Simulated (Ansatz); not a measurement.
Computed with Ansatz.

Basis-set series for CH3FSZn, SMILES `C[S][Zn][F]`. Charge 0, multiplicity 1. All single points use the PBE0-D4/def2-TZVP geometry. It is one conformer, not always the lowest.

| functional | basis | functions | energy (Eh) | HOMO (eV) | LUMO (eV) |
| --- | --- | --- | --- | --- | --- |
| PBE0-D4 | def2-TZVPP | 210 | -2316.94839 | -7.15 | -1.24 |
| PBE0-D4 | def2-QZVPP | 374 | -2317.01472 | -7.15 | -1.29 |
| ωB97M-V | def2-TZVPP | 210 | -2317.31012 | -9.33 | 0.43 |
| ωB97M-V | def2-QZVPP | 374 | -2317.37413 | -9.34 | 0.17 |

Give the rows for def2-SVP. (Best estimate.)

The calculation gave: 
```csv
functional,basis,functions,energy (Eh),HOMO (eV),LUMO (eV)
PBE0-D4,def2-SVP,92,-2316.37457,-6.88,-0.97
ωB97M-V,def2-SVP,92,-2316.73128,-9.03,0.60
```

Positive LUMOs are unbound and depend on the basis. Scalar relativity is left out up to krypton.
